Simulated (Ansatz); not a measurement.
CH₃GaS₂ (`[CH3][Ga]1[S][S]1`). The species carries charge 0 and has multiplicity 1.

```csv
atom,x (Å),y (Å),z (Å)
C1,0.168,-0.242,1.170
Ga2,-0.098,0.130,-0.707
S3,-0.302,1.590,-2.308
S4,-0.417,-0.569,-2.741
H5,0.239,-1.315,1.340
H6,1.083,0.245,1.509
H7,-0.673,0.161,1.736
```

Task: List the harmonic frequencies (cm⁻¹, unscaled) at PBE0-D4/def2-TZVP in Ansatz. (An estimate is asked.)

Result: The calculation gave: 9i, 112, 126, 350, 352, 496, 631, 750, 773, 1233, 1443, 1446, 3071, 3163, 3177.
